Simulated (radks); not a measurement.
The chromium ion Cr2+ inside a hard spherical wall (all orbitals vanish at R), configuration held at [Ar] 3d4 and not refilled when levels cross. Calculated with a radial shooting solver on a logarithmic mesh with Libxc functionals: scalar-relativistic Kohn-Sham, PBE, spin-polarised, spherical densities, finite nucleus; open shells are filled with parallel spins first; Fermi nuclear charge, rms radius 3.6452 fm. Eigenvalues in eV for spin up, with the zero of energy where the potential of the charges vanishes at infinity; a dash marks a level that is unbound or too diffuse for the functional's potential to be trusted. A positive occupied level is held by the wall or, in an anion where self-interaction has pushed it up, behind a barrier. The pressure on the wall is -dE/dV.

[
 {"R (bohr)": "free", "E (hartree)": "-1049.81936", "kinetic (hartree)": "1060.497", "e(2p)": "-582.01", "e(3s)": "-96.532", "e(3p)": "-67.837", "e(3d)": "-24.157", "e(4s, empty)": "-19.211", "e(4p, empty)": "-13.894", "pressure (GPa)": "0"},
 {"R (bohr)": "20", "E (hartree)": "-1049.81936", "kinetic (hartree)": "1060.497", "e(2p)": "-582.01", "e(3s)": "-96.532", "e(3p)": "-67.837", "e(3d)": "-24.157", "e(4s, empty)": "-19.211", "e(4p, empty)": "-13.894", "pressure (GPa)": "< 0.0001"},
 {"R (bohr)": "15", "E (hartree)": "-1049.81936", "kinetic (hartree)": "1060.497", "e(2p)": "-582.01", "e(3s)": "-96.532", "e(3p)": "-67.837", "e(3d)": "-24.157", "e(4s, empty)": "-19.211", "e(4p, empty)": "-13.894", "pressure (GPa)": "< 0.0001"},
 {"R (bohr)": "12", "E (hartree)": "-1049.81936", "kinetic (hartree)": "1060.497", "e(2p)": "-582.01", "e(3s)": "-96.532", "e(3p)": "-67.837", "e(3d)": "-24.157", "e(4s, empty)": "-19.211", "e(4p, empty)": "-13.894", "pressure (GPa)": "< 0.0001"},
 {"R (bohr)": "10", "E (hartree)": "-1049.81936", "kinetic (hartree)": "1060.497", "e(2p)": "-582.01", "e(3s)": "-96.532", "e(3p)": "-67.837", "e(3d)": "-24.157", "e(4s, empty)": "-19.211", "e(4p, empty)": "-13.893", "pressure (GPa)": "< 0.0001"},
 {"R (bohr)": "8", "E (hartree)": "-1049.81936", "kinetic (hartree)": "1060.498", "e(2p)": "-582.01", "e(3s)": "-96.532", "e(3p)": "-67.836", "e(3d)": "-24.157", "e(4s, empty)": "-19.208", "e(4p, empty)": "-13.868", "pressure (GPa)": "0.000248"},
 {"R (bohr)": "6", "E (hartree)": "-1049.81908", "kinetic (hartree)": "1060.501", "e(2p)": "-581.98", "e(3s)": "-96.511", "e(3p)": "-67.816", "e(3d)": "-24.137", "e(4s, empty)": "-19.073", "e(4p, empty)": "-13.458", "pressure (GPa)": "0.0402"},
 {"R (bohr)": "3", "E (hartree)": "-1049.64780", "kinetic (hartree)": "1061.478", "e(2p)": "-577.50", "e(3s)": "-93.220", "e(3p)": "-64.599", "e(3d)": "-20.328", "e(4s, empty)": "-3.693", "e(4p, empty)": "7.251", "pressure (GPa)": "101"},
 {"R (bohr)": "2.5", "E (hartree)": "-1049.25179", "kinetic (hartree)": "1063.515", "e(2p)": "-571.46", "e(3s)": "-89.180", "e(3p)": "-60.455", "e(3d)": "-15.096", "e(4s, empty)": "16.199", "e(4p, empty)": "30.005", "pressure (GPa)": "541"},
 {"R (bohr)": "1.5", "E (hartree)": "-1039.24211", "kinetic (hartree)": "1102.604", "e(2p)": "-506.97", "e(3s)": "-40.059", "e(3p)": "-7.672", "e(3d)": "43.391", "e(4s, empty)": "229.29", "e(4p, empty)": "244.59", "pressure (GPa)": "36600"}
]
